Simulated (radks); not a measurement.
Charge is removed step by step from the 1s down level of Li, starting from 1s(up 1, down 1) 2s1. Calculated with a radial shooting solver on a logarithmic mesh with Libxc functionals: scalar-relativistic Kohn-Sham, BLYP, spin-polarised, spherical densities, finite nucleus; open shells are filled with parallel spins first; Fermi nuclear charge, rms radius 2.444 fm.

| removed (e) | E - E(0) (eV) | eigenvalue (eV) |
|---|---|---|
| 0 | 0.000 | -51.763 |
| 0.1 | 5.308 | -54.412 |
| 0.2 | 10.883 | -57.076 |
| 0.3 | 16.724 | -59.742 |
| 0.4 | 22.831 | -62.395 |
| 0.5 | 29.202 | -65.022 |
| 0.6 | 35.834 | -67.608 |
| 0.7 | 42.721 | -70.132 |
| 0.8 | 49.857 | -72.550 |

The mean slope of the eigenvalue, de/dn, is 26.0 eV per electron.
